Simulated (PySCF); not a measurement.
## Steps of a relaxation of [YbBr2]+

[YbBr2]+ (singlet in the valence; each metal's 4f electrons, 13 of them, lie in its core potential, out of spins and levels). PySCF 2.14.0, RKS PBE0, Yb lcecp-1-SVP with ECP59, Br def2-SVP; non-relativistic Hamiltonian with scalar-relativistic core potentials where named; density fitting; no spin-orbit coupling. Origin of the start: template. Columns: position (Å) and force (eV/Å). Energies are counted from the last step; some of the 9 steps are shown. Forces carry noise of the integration grid, about 0.01 to 0.03 eV/Å.

Run from Python with OMP_NUM_THREADS=2. Where DIIS fails, smearing, a level shift and second-order steps follow.
It took 32 s on 2 threads of Arm Neoverse V1, on a shared host, from the converged density of the start.

```xyz
3
step 0  E = 0.641 eV
Yb    0.0000    0.0000   -0.5273     0.00    0.00    1.78
Br    2.4766    0.0000    0.5810    -2.09    0.00   -0.89
Br   -2.4766    0.0000    0.5810     2.09    0.00   -0.89
```

```xyz
3
step 3  E = 0.049 eV
Yb    0.0000    0.0000   -0.5149     0.00    0.00   -0.17
Br    2.2444    0.0000    0.5749    -0.12    0.00    0.09
Br   -2.2444    0.0000    0.5749     0.12    0.00    0.09
```

```xyz
3
step 5  E = 0.008 eV
Yb    0.0000    0.0000   -0.6921     0.00    0.00    0.38
Br    2.1050    0.0000    0.6634    -0.29    0.00   -0.19
Br   -2.1050    0.0000    0.6634     0.29    0.00   -0.19
```

Problem. Where does the relaxation end?

Solution. It converges at step 8 in C2v:
```xyz
3
step 8  E = 0
Yb    0.0000    0.0000   -0.6901
Br    2.0778    0.0000    0.6625
Br   -2.0778    0.0000    0.6625
```

Problem. How did the contacts change?

Solution. 
```csv
contact,start (Å),end (Å)
Yb1–Br2 (Br),2.713,2.479
Yb1–Br3 (Br),2.713,2.479
```


An lcecp potential fixes the number of 4f electrons, so in runs with it no electron can move into or out of that shell.
